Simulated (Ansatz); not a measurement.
Consider the redistribution: `[F][GeH2][SiH3]` + `BO[SiH](C)C` → `C[SiH](C)O[SiH3]` + `[BH2][GeH2][F]`.

Computed with Ansatz on PBE0-D4/def2-TZVP structures; ΔE is electronic, products minus reactants. CBS: MP2 limit from def2 TZ/QZ plus the TZ coupled-cluster correction, frozen cores. DFT in def2-TZVPP. For Ge outer-core shells are correlated without core-valence functions, which leaves a few kJ/mol of doubt a bond. Scalar relativity is left out up to krypton. Each species was taken in one conformer, which may not be the lowest.

```json
{"level": "PBE0-D4", "ΔE (kJ/mol)": "70.5"}
{"level": "PBE", "ΔE (kJ/mol)": "78.7"}
{"level": "HF/def2-TZVPP", "ΔE (kJ/mol)": "42.7"}
{"level": "SCS-MP2/def2-TZVPP", "ΔE (kJ/mol)": "53.2"}
```

(1) What does CCSD(T)/CBS give? (Best estimate.)

Largest T1 diagnostic among the species: 0.012.

Answers

(1) Ansatz gave: +57.3 kJ/mol. The listed levels differ from it by 13.2, 21.4, -14.6, -4.1 kJ/mol.

In def2-TZVPP, CCSD(T) changes the Hartree–Fock value by +16.4 kJ/mol (the triples alone add +3.8 kJ/mol) and MP2 by +14.4 kJ/mol. From PBE to PBE0 (25 % exact exchange), in def2-TZVPP and without D4, ΔE moves by −7.7 kJ/mol.
